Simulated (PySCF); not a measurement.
**MRb cations for M along group 13**

CCSD(T) with double-zeta basis sets in PySCF, for the lowest determinant that a PBE0 search found; no spin–orbit coupling. De refers to high-spin ground-configuration atoms (the charge goes to the atom of lower measured ionisation energy or higher electron affinity, which is not always the lowest computed limit).

```
 M      basis  reference, frozen orbitals  charged atom  state (unpaired electrons)  Re (Å)  ωe (cm⁻¹)  De (eV)
 B  def2-SVPD                      UHF, 1           Rb+               doublet (σ ↑)   3.620        121     0.28
Al   def2-SVP                      UHF, 5           Rb+               doublet (σ ↑)   4.132       74.9     0.42
In   def2-SVP                      UHF, 4           Rb+               doublet (σ ↑)   4.206       48.0     0.45
Tl   def2-SVP                      UHF, 4           Rb+               doublet (σ ↑)   4.250       42.3      n/a
```

The shortest bond is that of RbB⁺ (3.620 Å), the longest that of RbTl⁺ (4.250 Å).

The rows differ in basis set, which adds steps of its own.

Down a group the atoms grow and get heavier, so bonds lengthen and wavenumbers fall; this series shows no clear exception.

Correlated steps freeze the inner cores (1 to 5 orbitals); shallow outer-core shells are correlated. Weak bonds: RbAl⁺, RbB⁺, RbIn⁺. Basis-set superposition, not corrected here, can be much of De in a small basis, most of all at correlated wavefunction levels. These are scalar-relativistic numbers at best; spin–orbit coupling would shift them, the dissociation energy most. For an ion De counts to the pair picked by the measured ionisation energies or electron affinities, which need not be the lowest pair at this level. States were picked by a PBE0 search and need not be the measured ground states.
